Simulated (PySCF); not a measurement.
Ga(H)(SiH3)2 (GaH7Si2), SMILES [SiH3][GaH][SiH3].

Coordinates come from a ωB97X-D3(BJ)/def2-SVP optimisation.

Method: r2SCAN/def2-TZVP (PySCF).

Symmetry labels are those of the subgroup C2 that the program uses (full group C2).

Computed valence orbital energies around the gap with their symmetry:
```
orbital  symmetry  energy (eV)
-------  --------  -----------
HOMO−7          B       -13.54
HOMO−6          A       -10.76
HOMO−5          A        -8.92
HOMO−4          B        -8.90
HOMO−3          A        -8.80
HOMO−2          B        -8.74
HOMO−1          A        -7.21
HOMO            B        -6.51
LUMO            B        -3.02
LUMO+1          A        -0.38
LUMO+2          A        -0.10
LUMO+3          B         0.23
```
